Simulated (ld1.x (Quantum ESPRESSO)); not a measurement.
# Configuration tests for Pb (TM semilocal)

ld1.x (Quantum ESPRESSO) 7.5 input, shortened:

```
&input
   title='Pb', zed=82., rel=1, dft='PBE', iswitch=3,
   config='[Xe] 4f14 5d10 6s2 6p2'
 /
 &inputp
   pseudotype=1, tm=.true., lloc=1,
   nlcc=.true., rcore=1.70
 /
2
6S  1  0   2.00   0.00  2.10  2.10  0.0
6P  2  1   2.00   0.00  2.35  2.35  0.0
 &test
   configts(1)='6s2 6p2'
 /
```

Energies are relative to the spin-unpolarised reference configuration 6s2 6p2; without spin polarisation the order of configurations can differ from experiment. The frozen-core shift is the all-electron ΔE with the core orbitals held at their reference shape minus the fully relaxed ΔE.

| valence configuration | charge | ΔE all-electron (eV) | error AE − PS (meV) | frozen-core shift (meV) |
| --- | --- | --- | --- | --- |
| 6s2 6p0 | +2 | 20.020 | -120 | +132 |
| 6s1 6p0 | +3 | 52.430 | -610 | +694 |
| 6s1 6p3 | 0 | 8.736 | -40 | +38 |
| 6s0 6p4 | 0 | 17.835 | -156 | +145 |
| 6s2 6p2.3 | -0.3 | -0.799 | 0.0 | +0.1 |
| 6s1 6p2 | +1 | 16.103 | -89 | +98 |

(1) What are ΔE and the potential's error for 6s2 6p1?

Levels in the configuration 6s1 6p2:

| level | all-electron (eV) | pseudo (eV) |
| --- | --- | --- |
| 6s | -20.378 | -20.569 |
| 6p | -10.697 | -10.780 |

## Answers

(1) ΔE = 6.575 eV all-electron; the error (AE − PS) is -18 meV.
